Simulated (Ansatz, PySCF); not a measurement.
Species: diaminoboranylethane, C2H9BN2, net charge 0, singlet state. SMILES: CCB(N)N
Structure (B3LYP-D3(BJ)/def2-TZVP (Ansatz, an electronic-structure program) minimum search):
```
B
N 1 1.4164
H 2 1.0036 1 122.41
H 2 1.0053 3 113.44 1 -180.00
N 1 1.4197 2 120.38 3 180.00
H 5 1.0040 1 122.26 2 180.00
H 5 1.0052 6 113.37 1 180.00
C 1 1.5903 2 120.67 3 0.00
H 8 1.0966 1 108.27 2 123.44
H 8 1.0966 9 104.82 1 -115.40
C 8 1.5311 9 109.18 10 -116.87
H 11 1.0920 8 111.95 9 57.03
H 11 1.0932 12 107.14 8 -122.42
H 11 1.0932 12 107.14 13 -115.17
```

PBE beside other levels, property by property. Cores are frozen in the correlated levels unless marked. Open shells are spin-unrestricted. Spin-orbit coupling is left out. No relativistic terms. CBS(X,Y): correlation extrapolated as X^-3; Hartree-Fock from the larger set. Rows marked 298 K are enthalpies with B3LYP-D3(BJ) harmonic zero-point and thermal terms from PySCF. Atomisation energies are electronic, to ground-state atoms; the column to compare with has the core term from cc-pwCVTZ added, other frozen-core levels have none. The coupled-cluster column (Ansatz) is a level with limits of its own: CCSD(T)/CBS(cc-pVTZ,cc-pVQZ).

```tsv
property	SVWN5/def2-TZVPD (Ansatz)	CAM-B3LYP/def2-TZVPD (Ansatz)	wB97M-V/def2-TZVPD (Ansatz)	coupled cluster
C-C bond dissociation enthalpy, 298 K, to [CH2]B(N)N + [CH3] (CH3) (kcal/mol)	100.5	78.8	84.2	84.0
atomisation energy (kcal/mol)	1481.5	1309.9	1308.3	1304.9
B-N bond dissociation enthalpy, 298 K, to CC[B]N + [NH2] (NH2) (kcal/mol)	144.9	124.6	129.5	128.0
```

What does PBE/def2-TZVPD (Ansatz) give for each property, and on which side of coupled cluster does it fall?


- C-C bond dissociation enthalpy, 298 K, to [CH2]B(N)N + [CH3] (CH3): PBE lies 3.0 kcal/mol below coupled cluster; PBE gives 81.0 kcal/mol.
- atomisation energy: PBE lies 18.5 kcal/mol above coupled cluster; PBE gives 1323.4 kcal/mol.
- B-N bond dissociation enthalpy, 298 K, to CC[B]N + [NH2] (NH2): PBE lies 5.1 kcal/mol below coupled cluster; PBE gives 122.9 kcal/mol.
